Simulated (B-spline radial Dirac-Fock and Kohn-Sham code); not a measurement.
# How the levels of tellurium move as electrons are removed

Level of theory: Dirac-Fock ΔSCF + Breit + QED; a B-spline atomic structure program. Each ion is free and in its tabulated ground configuration. No correlation.

Reference: Te, [Kr] 4d10 5s2 5p4, with 2p1/2 4622.5 eV, 2p3/2 4351.6 eV, 3p1/2 882.4 eV, 3p3/2 830.8 eV, 4p1/2 138.5 eV, Kα1 (K-L3) 27470.2 eV, Kβ1 (K-M3) 30991.0 eV, Lℓ (L3-M1) 3332.4 eV. Shifts from it, in eV (a dash: the subshell is empty, belongs to an open shell averaged over j, or its hole state is left out as unreliable):

```
 ion      configuration   2p1/2   2p3/2   3p1/2   3p3/2   4p1/2    Kα1    Kβ1     Lℓ
 Te⁺  [Kr] 4d10 5s2 5p3   +10.0   +10.0    +9.9   +10.0       –  +0.08  +0.15  +0.05
Te²⁺  [Kr] 4d10 5s2 5p2   +21.3   +21.3   +21.1   +21.1   +20.7  +0.21  +0.38  +0.13
Te³⁺  [Kr] 4d10 5s2 5p1   +33.6   +33.6   +33.2   +33.3   +32.6  +0.38  +0.69  +0.25
Te⁴⁺      [Kr] 4d10 5s2   +46.8   +46.8   +46.3   +46.3   +45.3  +0.59  +1.09  +0.41
Te⁵⁺      [Kr] 4d10 5s1   +62.2   +62.2   +61.5   +61.5   +60.1  +0.75  +1.43  +0.79
Te⁶⁺          [Kr] 4d10   +78.4   +78.3   +77.4   +77.4   +75.5  +1.08  +2.00  +1.05
Te⁷⁺           [Kr] 4d9  +105.7  +105.6  +103.9  +103.9   +98.2  +0.88  +2.68  +1.90
Te⁸⁺           [Kr] 4d8       ?       ?       ?       ?       ?      ?      ?      ?
Te⁹⁺           [Kr] 4d7  +164.4  +164.4  +160.5  +160.3  +146.0  +0.51  +4.63  +4.17
```

Problem. Give the missing shifts for Te⁸⁺.

Solution. 2p1/2 +134.4, 2p3/2 +134.3, 3p1/2 +131.6, 3p3/2 +131.5, 4p1/2 +121.7, Kα1 +0.69, Kβ1 +3.55, Lℓ +2.94 (eV).

Over this range L2 (2p1/2) moves by +164.4 eV and Kα1 by +0.5 eV: a line is a difference of two levels that shift in the same direction.

Values without a named source are computed, but for edge energies of neutral atoms, which are taken from tables.
